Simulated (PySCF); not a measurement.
Species: SiMeCl3, CH3Cl3Si.
Bonds: Si1–C2, Si1–Cl6, Si1–Cl7, Si1–Cl8. Hydrogens: H3, H4, H5 on C2.

Method: PySCF, PBE0-D3(BJ)/def2-SVP geometry optimisation, gas phase; density fitting, grid level 1; the optimiser is geomeTRIC in internal coordinates, started from a GFN2-xTB structure with every atom displaced at random (about 0.03 Å).

Step 0: E = -46504.2507 eV
```
atom  x, y, z in Å  |  force x, y, z in eV/Å
Si1     0.0586   -0.0742   -0.8258   -1.553   2.473   1.802
C2     -0.0144   -0.0172    1.0549    0.757   1.286  -0.057
H3     -1.0681    0.0395    1.4322    0.727   0.119  -0.236
H4      0.6529    0.8524    1.4463   -1.294  -1.166  -0.606
H5      0.4567   -0.9257    1.4207    0.089  -0.521   0.309
Cl6     1.8845   -0.0027   -1.5417    1.982  -0.106  -0.624
Cl7    -0.9052    1.6563   -1.5227    0.200  -0.409   0.128
Cl8    -0.9267   -1.6142   -1.5475   -0.907  -1.675  -0.715
```

Question: Estimate the geometry and energy of step 1. (The exact step hangs on the optimiser's Hessian estimate; all steps are aligned on step 0, rigid shifts and turns removed.)

Answer: E = -46504.5272 eV, largest force 1.308 eV/Å
```
atom  x, y, z in Å  |  force x, y, z in eV/Å
Si1     0.0358   -0.0349   -0.8112   -0.671   1.002   0.507
C2      0.0019   -0.0160    1.0408    0.351  -0.336  -0.159
H3     -1.0263    0.0563    1.4129   -0.089   0.043   0.045
H4      0.6018    0.8252    1.4065   -0.038   0.200   0.066
H5      0.4677   -0.9387    1.4279   -0.116   0.028  -0.024
Cl6     1.9259   -0.0102   -1.5138    0.655  -0.063  -0.229
Cl7    -0.9213    1.6753   -1.5099    0.178  -0.320   0.074
Cl8    -0.9472   -1.6427   -1.5369   -0.270  -0.554  -0.280
```

The energy changes by -0.2765 eV. The first-order estimate −F·Δx gives -0.4572 eV and the mean of the old and new forces, exact on a quadratic surface, -0.2732 eV. The step makes an angle of 44° with the force vector and moves no atom by more than 0.070 Å.

What follows is the cost of the whole optimisation. On one thread, AMD EPYC (x86_64), shared host, this took 44 s and 0.39 GiB of memory at its peak.
